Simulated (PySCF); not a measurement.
In(OH)2 (H2InO2), SMILES [In]([OH])[OH], multiplicity 2. Geometry: PBE-D3(BJ)/def2-TZVP. The def2 effective core potentials stand for the cores of In; spin–orbit coupling is left out. One conformer was computed; it need not be the lowest.

Problem. Give the equilibrium geometry at PBE-D3(BJ)/def2-TZVP (PySCF confirms it by a frequency run) as a Z-matrix, and its point group. (Estimate from the structure and the level; the computed values follow.)

Solution. Several could match; the one computed here: point group Cs.
```
In
O 1 2.0413
H 2 0.9769 1 106.88
O 1 2.0496 2 113.42 3 0.00
H 4 0.9737 1 112.40 2 180.00
```
Charge 0, spin multiplicity 2.
